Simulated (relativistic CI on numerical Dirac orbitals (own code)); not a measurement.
Crystal-field levels of Pt2+, 5d8

Calculated by Dirac-Coulomb-Breit CI, orbitals from a KLI potential per configuration, model QED, valence Slater integrals scaled by 0.7, one configuration in a parametric crystal field (own radial code).

Field parameters in Wybourne normalisation: Td as Oh with Dq negative (B⁴₀ = 21Dq, B⁴₄ = √(5/14) B⁴₀). The field is a parameter set, without covalency.

S is read from ⟨S²⟩ = S(S + 1).

Levels (cm⁻¹, degeneracy): 0 (1), 1531 (3), 2907 (2), 5686 (3), 7649 (3), 10966 (2), 13485 (3), 15132 (1), 15994 (3), 16484 (2), 19364 (1), 21448 (3).

(1) Which field gives this pattern?
A. Td, 10Dq = -7200 cm⁻¹
B. Td, 10Dq = -13100 cm⁻¹
C. Td, 10Dq = -15950 cm⁻¹
D. Td, 10Dq = -16300 cm⁻¹

Results:

(1) A. Td, 10Dq = -7200 cm⁻¹, ground level with S = 0.98.
